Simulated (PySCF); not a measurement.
Compound: C7H6OS.
Bonds: O1–C2, C2–C3 (aromatic), C3–C4 (aromatic), C4–C5 (aromatic), C5–C6, C6–S7 (double), C5–C8 (aromatic), C8–C9 (aromatic), C2–C9 (aromatic). Hydrogens: H10 on O1; H11 on C3; H12 on C4; H13 on C6; H14 on C8; H15 on C9.

Computed by this run: PBE0-D3(BJ)/def2-SVP geometry optimisation, gas phase (PySCF); density fitting, grid level 2; the optimiser is geomeTRIC in internal coordinates, started from a GFN2-xTB structure.

Step 0: E = -20214.2545 eV
```
atom  x, y, z in Å  |  force x, y, z in eV/Å
O1      2.8358   -0.6116   -0.0231   -0.289  -0.005  -0.023
C2      1.5258   -0.2856   -0.0304    0.660   0.058   0.061
C3      0.6005   -1.2747   -0.3743    0.154   0.053   0.028
C4     -0.7408   -0.9840   -0.3928    0.208   0.148   0.055
C5     -1.2056    0.3002   -0.0701    0.313   0.084   0.050
C6     -2.6015    0.6182   -0.0843   -0.629  -0.522  -0.199
S7     -3.8072   -0.4109   -0.4646   -0.240   0.030  -0.007
C8     -0.2676    1.2834    0.2723   -0.167  -0.252  -0.082
C9      1.0783    0.9956    0.2916    0.203  -0.045   0.005
H10     3.3727    0.1508    0.2284   -0.151  -0.050  -0.025
H11     0.9681   -2.2579   -0.6204    0.161  -0.461  -0.116
H12    -1.4615   -1.7427   -0.6574   -0.372  -0.297  -0.110
H13    -2.8647    1.6387    0.1832    0.017   0.510   0.144
H14    -0.6073    2.2776    0.5231   -0.159   0.438   0.110
H15     1.7960    1.7610    0.5569    0.291   0.312   0.109
```

Step 1: E = -20214.3001 eV
```
atom  x, y, z in Å  |  force x, y, z in eV/Å
O1      2.8415   -0.6110   -0.0237    0.051   0.026   0.011
C2      1.5429   -0.2813   -0.0282   -0.057  -0.063  -0.021
C3      0.6213   -1.2838   -0.3752    0.019  -0.055  -0.015
C4     -0.7285   -1.0005   -0.3965   -0.086  -0.052  -0.021
C5     -1.2098    0.2842   -0.0749   -0.053  -0.046  -0.018
C6     -2.6251    0.6082   -0.0902    0.017   0.183   0.056
S7     -3.8782   -0.3644   -0.4542    0.024  -0.065  -0.017
C8     -0.2753    1.2738    0.2697    0.000   0.098   0.027
C9      1.0847    1.0013    0.2947    0.039   0.047   0.016
H10     3.3682    0.1556    0.2285    0.024  -0.002   0.001
H11     1.0004   -2.2777   -0.6234   -0.005   0.032   0.008
H12    -1.4625   -1.7667   -0.6640    0.029   0.018   0.007
H13    -2.8339    1.6580    0.1869    0.017  -0.069  -0.019
H14    -0.6264    2.2792    0.5235    0.001  -0.043  -0.012
H15     1.8017    1.7833    0.5651   -0.021  -0.011  -0.004
```

Question: Estimate the geometry and energy of step 2. (The exact step hangs on the optimiser's Hessian estimate; all steps are aligned on step 1, rigid shifts and turns removed.)

Answer: E = -20214.2940 eV, largest force 0.245 eV/Å
```
atom  x, y, z in Å  |  force x, y, z in eV/Å
O1      2.8392   -0.6140   -0.0243   -0.002  -0.032  -0.009
C2      1.5392   -0.2848   -0.0294   -0.030   0.043   0.010
C3      0.6115   -1.2828   -0.3759    0.040  -0.013  -0.001
C4     -0.7379   -0.9940   -0.3956    0.074   0.032   0.015
C5     -1.2095    0.2947   -0.0720    0.039   0.113   0.034
C6     -2.6234    0.6198   -0.0863    0.057  -0.198  -0.053
S7     -3.8258   -0.4113   -0.4627   -0.221   0.104   0.013
C8     -0.2715    1.2822    0.2721    0.023  -0.037  -0.008
C9      1.0870    1.0010    0.2946    0.018   0.023   0.007
H10     3.3692    0.1506    0.2278   -0.016  -0.002  -0.002
H11     0.9864   -2.2771   -0.6247    0.001  -0.004  -0.001
H12    -1.4752   -1.7560   -0.6623    0.012   0.011   0.004
H13    -2.8568    1.6633    0.1866    0.003  -0.037  -0.009
H14    -0.6190    2.2876    0.5259   -0.002  -0.005  -0.002
H15     1.8076    1.7790    0.5644    0.004   0.000   0.000
```

The energy changes by +0.0061 eV. The first-order estimate −F·Δx gives -0.0065 eV and the mean of the old and new forces, exact on a quadratic surface, +0.0063 eV. The step makes an angle of 76° with the force vector and moves no atom by more than 0.071 Å. The energy falls at the start of this step and ends higher, so the step passed the lowest point of its straight line.

What follows is the cost of the whole optimisation. The run took 1.8 min on one thread, Arm Neoverse N1 (aarch64), on a shared host, and the process peaked at 0.76 GiB of memory.
